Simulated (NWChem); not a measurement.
# H2BO3, doublet; SMILES [O]B(O)O

```xyz
6

O      0.0000     0.0000    -1.4255
B      0.0000     0.0000    -0.0622
O      1.2351    -0.0284     0.5565
O     -1.2351     0.0284     0.5565
H      1.2395     0.4494     1.4051
H     -1.2395    -0.4494     1.4051
```
Atoms are numbered in this order, from 1.

All runs: NWChem. Pople sets run with spherical d functions. Spin-unrestricted. Structure relaxed at the PBE-D3(BJ)/def2-SVP, spin-unrestricted level. No stability test was run on the SCF state. B3LYP is NWChem's, with the RPA form of VWN correlation. Vertical excitations in the gas phase; the lowest state need not have the same character in each row. Excited states of an open shell can be spin-contaminated.

| level | lowest excitation (eV) | oscillator strength of that lowest state | lowest empty minus highest occupied level, either spin (eV) |
|---|---|---|---|
| PBE/6-31G*, TDA | 1.04 | 0.001 | 1.24 |
| B3LYP/6-31G*, TDA | 0.93 | 0.000 | 4.07 |
| BHandHLYP/6-31G*, TDA | 0.85 | 0.000 | 8.58 |
| PBE0/6-31G*, TDA | 0.99 | 0.000 | 4.93 |
